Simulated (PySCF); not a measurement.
# Static response to an electric field

Compound: C4H7NSi.
Geometry (GFN2-xTB, Å), atoms numbered from 1 in this order:
```
atom  x, y, z in Å
C1    -3.1119    0.4924   -0.2602
N2    -1.7223    0.5201    0.0453
C3    -0.9143   -0.1921   -0.6111
C4     0.4708   -0.1911   -0.3426
C5     1.6659   -0.2248   -0.1558
Si6    3.4862   -0.2575    0.1560
H7    -3.4251    1.5079   -0.5093
H8    -3.6523    0.1947    0.6400
H9    -3.3744   -0.1851   -1.0865
H10   -1.2249   -0.8591   -1.4347
H11    4.1094    0.7245   -0.7344
H12    3.7201    0.0787    1.5609
H13    3.9686   -1.6080   -0.1465
```

Level: PBE0/def2-SVPD (PySCF), static field, nuclei fixed, core orbitals frozen in the response. The polarisability tensor in these axes (au):

```
x   144.90 -10.35   4.19
y   -10.35  64.97   3.76
z     4.19   3.76  65.06
```

Problem. Give the principal values, the mean and the anisotropy Δα = √{½[(α1 − α2)² + (α2 − α3)² + (α1 − α3)²]}.

Solution. Principal values 59.98, 68.57 and 146.39 au; mean 91.65 au = 13.58 Å³ = 15.11 × 10⁻⁴⁰ C²·m²/J; Δα = 82.45 au (90 % of the mean).

Problem. What is the dipole moment, and where does it point?

Solution. (-0.61, -0.76, -1.00) D, 1.40 D in size, pointing from the negative to the positive side. Measured along this direction, the outermost atoms are H12 at the negative end and H9 at the positive end.

Problem. Find the Langevin capture rate constant for NO+ (29.998 u) meeting this molecule (97.035 u), k = 2.342 × 10⁻⁹ cm³/s × √(α in Å³ / reduced mass in u).

Solution. The reduced mass is 22.91 u, so k = 1.80 × 10⁻⁹ cm³/s. The formula leaves out the permanent dipole, which adds to the capture rate.

Problem. What are the principal values of the traceless quadrupole moment, Θ = ½Σq(3rr − r²1), about the centre of nuclear charge?

Solution. -6.70, -5.03, 11.72 D·Å. The values depend on the origin, since the dipole doesn't vanish. The electronic extent ⟨r²⟩ about the same centre is 1396 bohr², a root-mean-square distance of 2.74 Å for the 52 electrons.

Problem. What molar refraction does this α imply?

Solution. Lorentz–Lorenz: R = (4π/3)N_A α = 2.5225 cm³/(mol·Å³) × 13.58 Å³ = 34.3 cm³/mol, in the limit of long wavelengths.

Isolated species at its GFN2-xTB geometry, gas phase.

These values come from a run that also computed excited states. The run took 40 s on an Arm Neoverse N1 with one thread, shared host, and the process peaked at 0.67 GiB of memory.
